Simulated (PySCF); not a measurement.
How methods differ on the ionisation energy of La³⁴⁺

La³⁴⁺ [Ar] 3d5 [3d3/2^4 3d5/2^1, M_J = 5/2] → La³⁵⁺ [Ar] 3d4 [3d3/2^4, M_J = 0], as a difference of total energies. Calculation: PySCF 2.14, in an even-tempered Gaussian basis (16 s from 6.2 bohr⁻², ratio 2.8; 12 p from 8.1 bohr⁻², ratio 2.8; 8 d from 8.1 bohr⁻², ratio 2.8; 3 f from 28 bohr⁻², ratio 3); the two-component X2C-1e Hamiltonian. Correlated levels: [Ne] frozen; the 74 highest virtual spinors dropped. "Screened" scales the spin-orbit matrix elements by Boettger's factors to mimic the two-electron term; Breit and QED terms are absent.

```
                    method  ionisation energy (eV)
           GHF (spin-free)                  2280.3
          GMP2 (spin-free)                  2280.4
 GHF (screened spin-orbit)                  2261.4
GMP2 (screened spin-orbit)                  2260.5
```

Breit and QED terms and the two-electron picture change are absent.

The spin-free rows relax to the high-spin LS determinant and lack the spin-orbit shift.

The labels give the starting determinants; with spin-orbit coupling the two ends relaxed to ⟨J²⟩ = 8.76, ⟨L²⟩ = 1.94, ⟨S²⟩ = 5.72 and ⟨J²⟩ = 0.00, ⟨L²⟩ = 2.42, ⟨S²⟩ = 2.42.

For comparison: 2259 ± 5 eV (theoretical estimate listed by NIST; NIST Atomic Spectra Database, ionization energies).
